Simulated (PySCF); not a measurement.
PySCF job for Si(F)2(NH2)2 (F2H4N2Si), SMILES N[Si](N)(F)F, PBE0-D3(BJ)/def2-SVP. Geometry: PBE0-D3(BJ)/def2-SVP. One conformer was computed; it need not be the lowest.

```python
import numpy as np
from pyscf import gto, scf, dft, df
from pyscf.hessian import thermo

mol = gto.M(
    atom='''
    N    -1.34317456    0.36545421   -0.96189589
    Si   -0.00000000    0.00000000    0.00182760
    N     1.34317454   -0.36545421   -0.96189593
    F    -0.51141721   -1.16226476    1.00539945
    F     0.51141724    1.16226475    1.00539944
    H    -1.28423206    1.03497291   -1.71819293
    H    -2.28592222    0.25564870   -0.60992388
    H     1.28423201   -1.03497291   -1.71819297
    H     2.28592220   -0.25564870   -0.60992395
    ''',
    basis='def2-SVP',
    charge=0,
    spin=0,
    max_memory=1600,
    verbose=3,
)
mf = dft.RKS(mol, xc='pbe0').density_fit(auxbasis='def2-universal-jkfit')
mf.disp = 'd3bj'
mf.grids.level = 3
mf.conv_tol = 1e-11
mf.max_cycle = 100
mf.kernel()

# [left out here: the lines that compute and print the analytic Hessian (its translational invariance restored by hand, since the grid's response is missing), thermochemistry and intensities]
```

It prints:

```
converged SCF energy = -600.522145142569

WARN: DFTD3 does not support analytical Hessian, using finite difference


WARN: Mole.unit (angstrom) is changed to Bohr

Mode                                 0                   1                   2
Irrep
Freq [cm^-1]                      209.3665            221.8990            236.9534
Reduced mass [au]                   2.7544              3.5384              1.1252
Force const [Dyne/A]                0.0711              0.1027              0.0372
Char temp [K]                     301.2317            319.2633            340.9232
Normal mode                   x     y     z       x     y     z       x     y     z
       0   N                -0.07  0.04  0.09    0.03  0.09 -0.00    0.01 -0.04 -0.00
       1  Si                 0.00  0.00 -0.02   -0.00 -0.00  0.01    0.03  0.02  0.00
       2   N                 0.07 -0.04  0.09   -0.03 -0.09 -0.00    0.01 -0.04  0.00
       3   F                -0.02 -0.04 -0.07    0.10 -0.05 -0.01   -0.02  0.02 -0.02
       4   F                 0.02  0.04 -0.07   -0.10  0.05 -0.01   -0.02  0.02  0.02
       5   H                -0.21  0.17  0.20    0.13  0.14  0.05   -0.20  0.33  0.31
       6   H                -0.02 -0.15  0.15    0.02  0.28  0.03    0.04 -0.44 -0.03
       7   H                 0.21 -0.17  0.20   -0.13 -0.14  0.05   -0.20  0.33 -0.31
       8   H                 0.02  0.15  0.15   -0.02 -0.28  0.03    0.04 -0.44  0.03
Mode                                 3                   4                   5
Irrep
Freq [cm^-1]                      323.5513            342.9947            349.4588
Reduced mass [au]                   1.9545              4.8995              2.1418
Force const [Dyne/A]                0.1206              0.3396              0.1541
Char temp [K]                     465.5183            493.4930            502.7934
Normal mode                   x     y     z       x     y     z       x     y     z
       0   N                 0.02  0.05 -0.02   -0.07  0.02  0.01    0.02 -0.05  0.05
       1  Si                -0.02 -0.07 -0.00    0.00  0.00 -0.08    0.07 -0.01  0.00
       2   N                 0.02  0.05  0.02    0.07 -0.02  0.01    0.02 -0.05 -0.05
       3   F                -0.01 -0.01  0.08    0.05  0.09  0.04   -0.07  0.03 -0.03
       4   F                -0.01 -0.01 -0.08   -0.05 -0.09  0.04   -0.07  0.03  0.03
       5   H                 0.13  0.35  0.25   -0.17  0.02 -0.00   -0.02  0.01  0.10
       6   H                 0.01  0.20  0.00   -0.01  0.11  0.20    0.09  0.28  0.35
       7   H                 0.13  0.35 -0.25    0.17 -0.02 -0.00   -0.02  0.01 -0.10
       8   H                 0.01  0.20 -0.00    0.01 -0.11  0.20    0.09  0.28 -0.35
Mode                                 6                   7                   8
Irrep
Freq [cm^-1]                      373.6552            389.8755            422.9114
Reduced mass [au]                   1.4535              3.2104              1.2125
Force const [Dyne/A]                0.1196              0.2875              0.1278
Char temp [K]                     537.6066            560.9440            608.4753
Normal mode                   x     y     z       x     y     z       x     y     z
       0   N                 0.00  0.09  0.05   -0.04 -0.08 -0.09    0.03  0.02 -0.05
       1  Si                 0.00 -0.00 -0.01   -0.03  0.05 -0.00   -0.00  0.00 -0.00
       2   N                -0.00 -0.09  0.05   -0.04 -0.08  0.09   -0.03 -0.02 -0.05
       3   F                 0.03  0.01  0.00    0.06 -0.00 -0.04    0.02  0.03  0.03
       4   F                -0.03 -0.01  0.00    0.06 -0.00  0.04   -0.02 -0.03  0.03
       5   H                -0.03 -0.27 -0.27   -0.00  0.17  0.12   -0.03  0.40  0.28
       6   H                -0.06 -0.34 -0.27   -0.01  0.27  0.13    0.01 -0.35 -0.21
       7   H                 0.03  0.27 -0.27   -0.00  0.17 -0.12    0.03 -0.40  0.28
       8   H                 0.06  0.34 -0.27   -0.01  0.27 -0.13   -0.01  0.35 -0.21
Mode                                 9                  10                  11
Irrep
Freq [cm^-1]                      760.3126            788.6064            808.6763
Reduced mass [au]                   6.9893              1.4342              1.4482
Force const [Dyne/A]                2.3805              0.5255              0.5580
Char temp [K]                    1093.9205           1134.6290           1163.5052
Normal mode                   x     y     z       x     y     z       x     y     z
       0   N                 0.09 -0.03  0.08   -0.02 -0.05  0.06   -0.10 -0.02  0.03
       1  Si                 0.00 -0.00  0.01   -0.00 -0.01 -0.00   -0.00  0.00  0.01
       2   N                -0.09  0.03  0.08   -0.02 -0.05 -0.06    0.10  0.02  0.03
       3   F                 0.03  0.08 -0.07    0.00  0.04 -0.04    0.00  0.02 -0.01
       4   F                -0.03 -0.08 -0.07    0.00  0.04  0.04   -0.00 -0.02 -0.01
       5   H                 0.17 -0.02  0.09    0.40  0.04  0.17    0.33  0.04  0.10
       6   H                 0.07 -0.01  0.02   -0.18  0.06 -0.34   -0.26  0.14 -0.36
       7   H                -0.17  0.02  0.09    0.40  0.04 -0.17   -0.33 -0.04  0.10
       8   H                -0.07  0.01  0.02   -0.18  0.06  0.34    0.26 -0.14 -0.36
Mode                                12                  13                  14
Irrep
Freq [cm^-1]                      933.1745            982.5570           1002.7916
Reduced mass [au]                   9.3427              6.6029              6.1480
Force const [Dyne/A]                4.7935              3.7558              3.6426
Char temp [K]                    1342.6304           1413.6808           1442.7938
Normal mode                   x     y     z       x     y     z       x     y     z
       0   N                 0.05 -0.03  0.05    0.05 -0.02  0.06   -0.09  0.01 -0.04
       1  Si                -0.02  0.13  0.00    0.00  0.00 -0.13    0.13  0.03  0.00
       2   N                 0.05 -0.03 -0.05   -0.05  0.02  0.06   -0.09  0.01  0.04
       3   F                -0.03 -0.07  0.05   -0.02 -0.05  0.05   -0.02 -0.04  0.03
       4   F                -0.03 -0.07 -0.05    0.02  0.05  0.05   -0.02 -0.04 -0.03
       5   H                 0.15  0.00  0.08    0.21 -0.01  0.09   -0.02  0.03 -0.03
       6   H                 0.03  0.00 -0.00    0.02 -0.01 -0.02   -0.15  0.07 -0.18
       7   H                 0.15  0.00 -0.08   -0.21  0.01  0.09   -0.02  0.03  0.03
       8   H                 0.03  0.00  0.00   -0.02  0.01 -0.02   -0.15  0.07  0.18
Mode                                15                  16                  17
Irrep
Freq [cm^-1]                     1530.6984           1534.6973           3636.1262
Reduced mass [au]                   1.1471              1.1334              1.0498
Force const [Dyne/A]                1.5835              1.5728              8.1777
Char temp [K]                    2202.3342           2208.0877           5231.5760
Normal mode                   x     y     z       x     y     z       x     y     z
       0   N                -0.05  0.02 -0.03    0.05 -0.02  0.03   -0.03  0.02 -0.01
       1  Si                 0.01 -0.00  0.00    0.00 -0.00 -0.01    0.00  0.00 -0.00
       2   N                -0.05  0.02  0.03   -0.05  0.02  0.03   -0.03  0.02  0.01
       3   F                 0.00 -0.00 -0.00   -0.00 -0.00  0.00    0.00 -0.00 -0.00
       4   F                 0.00 -0.00  0.00    0.00  0.00  0.00    0.00 -0.00  0.00
       5   H                 0.47 -0.02 -0.02   -0.46  0.03  0.03   -0.04 -0.31  0.36
       6   H                 0.13 -0.28  0.34   -0.14  0.29 -0.35    0.46  0.06 -0.18
       7   H                 0.47 -0.02  0.02    0.46 -0.03  0.03   -0.04 -0.31 -0.36
       8   H                 0.13 -0.28 -0.34    0.14 -0.29 -0.35    0.46  0.06  0.18
Mode                                18                  19                  20
Irrep
Freq [cm^-1]                     3637.7819           3741.1499           3742.0890
Reduced mass [au]                   1.0505              1.0977              1.0977
Force const [Dyne/A]                8.1907              9.0524              9.0568
Char temp [K]                    5233.9583           5382.6817           5384.0329
Normal mode                   x     y     z       x     y     z       x     y     z
       0   N                -0.03  0.02 -0.01    0.03  0.03 -0.04    0.03  0.03 -0.04
       1  Si                 0.00  0.00  0.00   -0.00 -0.00 -0.00    0.00  0.00 -0.00
       2   N                 0.03 -0.02 -0.01   -0.03 -0.03 -0.04    0.03  0.03  0.04
       3   F                -0.00 -0.00  0.00   -0.00 -0.00  0.00    0.00 -0.00  0.00
       4   F                 0.00  0.00  0.00    0.00  0.00  0.00    0.00 -0.00 -0.00
       5   H                -0.04 -0.31  0.36   -0.02 -0.32  0.37   -0.02 -0.32  0.37
       6   H                 0.47  0.06 -0.18   -0.43 -0.05  0.15   -0.43 -0.05  0.16
       7   H                 0.04  0.31  0.36    0.02  0.32  0.37   -0.02 -0.32 -0.37
       8   H                -0.46 -0.06 -0.18    0.43  0.05  0.15   -0.43 -0.05 -0.16
temperature 298.1500 [K]
pressure 101325.00 [Pa]
Rotational constants [GHz] 3.99213 3.83738 3.45504
Symmetry number 2
Zero-point energy (ZPE) 0.05916 [Eh]   155331.069 [J/mol]
                           tot       elec      trans        rot        vib
Entropy [J/mol/K]       325.992      0.000    165.944    103.899     56.148
Cv [J/mol/K]            100.407      0.000     12.472     12.472     75.464
Cp [J/mol/K]            108.722      0.000     20.786     12.472     75.464
Internal energy [J/mol]                      3718.434   3718.434 165896.912
Internal energy [Eh]   -600.45613  -600.52215
Enthalpy [J/mol]                             6197.391   3718.434 165896.912
Enthalpy [Eh]          -600.45518
Gibbs free energy [J/mol]                  -43278.923 -27259.114 149156.363
Gibbs free energy [Eh] -600.49220
static polarisability / bohr^3: [[33.57  -1.096  0.   ]
 [-1.096 25.374 -0.   ]
 [-0.     0.    29.037]]
largest difference of analytic and finite-field dipole derivatives / e: 0.0005881365599527122
mode   freq/cm-1   IR/(km/mol)   Raman/(A^4/amu)   depolarisation
   1      209.37         7.402             1.316            0.732
   2      221.90         7.587             1.338            0.727
   3      236.95         0.759             0.118            0.750
   4      323.55        21.928             1.130            0.750
   5      342.99         6.678             1.418            0.746
   6      349.46        94.627             2.204            0.750
   7      373.66       186.837             0.884            0.126
   8      389.88       197.191             0.487            0.750
   9      422.91         6.234             1.427            0.677
  10      760.31         4.979             8.491            0.017
  11      788.61         9.805             0.450            0.750
  12      808.68         5.372             1.442            0.472
  13      933.17       188.271             0.624            0.750
  14      982.56       233.343             1.531            0.294
  15     1002.79       251.521             1.206            0.750
  16     1530.70       122.881             3.357            0.750
  17     1534.70        35.526             4.606            0.745
  18     3636.13        79.961            29.133            0.750
  19     3637.78        13.893           171.096            0.052
  20     3741.15        49.595            85.015            0.747
  21     3742.09        62.193            34.471            0.750
max |gradient| / (hartree/bohr): 0.000145597167279661
APT charges: [-0.8691  2.2006 -0.8691 -0.6673 -0.6673  0.2177  0.2184  0.2177  0.2184]
```

The run converged.
